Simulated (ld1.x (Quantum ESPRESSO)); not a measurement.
## molybdenum, TM: configuration errors across variants

```json
{
  "Element": "molybdenum (Mo)",
  "Generator": "ld1.x (Quantum ESPRESSO) 7.5",
  "Type": "norm-conserving Troullier–Martins (Kleinman–Bylander form)",
  "Functional": "PBE",
  "Relativity": "scalar-relativistic",
  "Frozen core": "[Ar] 3d10",
  "Valence charge": "14",
  "Reference configuration": "4s2 4p6 4d3 5s0 5p0 (charge +3)",
  "Partial waves": "4s (bound): rc 1.40 bohr; 4d (bound): rc 2.40 bohr; 4p (bound): rc 1.85 bohr",
  "Local potential": "the p channel",
  "Core correction": "a·sin(br)/r model core, default radius (core density twice the valence density)"
}
```

All-electron excitation energies from the reference (eV): (1) 4s2 4p6 4d5 5s1 5p0 -49.096; (2) 4s2 4p6 4d5 5s0 5p0 -42.206; (3) 4s2 4p6 4d4 5s0 5p0 -26.744; (4) 4s2 4p6 4d4 5s1 5p1 -45.356; (5) 4s2 4p6 4d5 5s0 5p1 -45.956; (6) 4s2 4p6 4d4 5s1 5p0 -41.032; (7) 4s2 4p6 4d5 5s0.5 5p0 -46.369.

Errors AE − PS in meV (a dash: test not solved or not reliable):

| change | (1) | (2) | (3) | (4) | (5) | (6) | (7) | bound ghosts |
| --- | --- | --- | --- | --- | --- | --- | --- | --- |
| base | +214 | +48 | +21 | +329 | +103 | +285 | +143 | none |
| wave 4s (bound): rc 1.40 bohr becomes 4s (bound): rc 0.96 bohr | +168 | +49 | +21 | +270 | +103 | +213 | +117 | none |
| wave 4s (bound): rc 1.40 bohr becomes 4s (bound): rc 1.22 bohr | +171 | +49 | +21 | +274 | +103 | +219 | +119 | none |
| wave 4s (bound): rc 1.40 bohr becomes 4s (bound): rc 1.42 bohr | +228 | +48 | +21 | +348 | +103 | +307 | +152 | none |
| wave 4s (bound): rc 1.40 bohr becomes 4s (bound): rc 1.64 bohr | +354 | +48 | +21 | +514 | +103 | +504 | +224 | none |
| wave 4s (bound): rc 1.40 bohr becomes 4s (bound): rc 1.90 bohr | +662 | +48 | +21 | +919 | +103 | +976 | +402 | none |

(1) Give the same row for: wave 4s (bound): rc 1.40 bohr becomes 4s (bound): rc 2.10 bohr.

Results:

(1) +959, +49, +21, +1303, +104, +1417, +572; bound ghosts: none.
